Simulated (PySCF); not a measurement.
Estimate the missing entries of this data sheet.

Compound: vinylcyanodiacetylene, C7H3N.
SMILES: `C=CC#CC#CC#N`

| property | level | value |
| --- | --- | --- |
| point group | PBE0-D3(BJ)/def2-TZVP | ? |
| rotational constants A, B, C | PBE0-D3(BJ)/def2-TZVP | 36.139, 0.574, 0.565 GHz |
| dipole moment | B97-2/pcSseg-2 | 6.22 D |
| HOMO energy | B97-2/pcSseg-2 | ? |
| LUMO energy | B97-2/pcSseg-2 | ? |
| 13C chemical shifts (computed TMS as zero) by class | GIAO B97-2/pcSseg-2 | 147.4 (1 C), 122.5 (1 C), 112.0 (1 C), 83.5 (1 C), 80.1 (1 C), 68.2 (1 C), 63.6 (1 C) ppm |
| 1H chemical shifts (computed TMS as zero) by class | GIAO B97-2/pcSseg-2 | ? |
| isotropic shieldings of nuclei other than C and H, by class | GIAO B97-2/pcSseg-2 | ? |

Gas-phase values; electronic properties from PySCF, density fitting. Isolated species at its PBE0-D3(BJ)/def2-TZVP geometry, gas phase.

(1) Give the HOMO energy.

(2) Give the point group.

(3) Give the isotropic shieldings of nuclei other than C and H, by class.

(4) Give the LUMO energy.

(5) The 1H chemical shifts (computed TMS as zero) by class?

Results:

(1) -7.29 eV.

(2) Cs.

(3) -42 (1 N) ppm.

(4) -2.76 eV.

(5) 6.46 (1 H), 6.27 (1 H), 6.15 (1 H) ppm.

In atomic units the dipole is 2.45 e·bohr (1 au = 2.5417 D). The rotational constants make it an asymmetric top with κ = (2B − A − C)/(A − C) = -1.00, nearer the prolate limit (−1). A dipole of 6.22 D is allowed in Cs, and pure rotational transitions are dipole-allowed. With B = h/(8π²I), that is 505.379 GHz u Å² over I, the principal moments of inertia are 14.0, 880.2 and 894.2 u Å² (most abundant isotopes); the inertial defect Ic − Ia − Ib is 0.0 u Å² (zero for a rigid planar frame, negative otherwise).
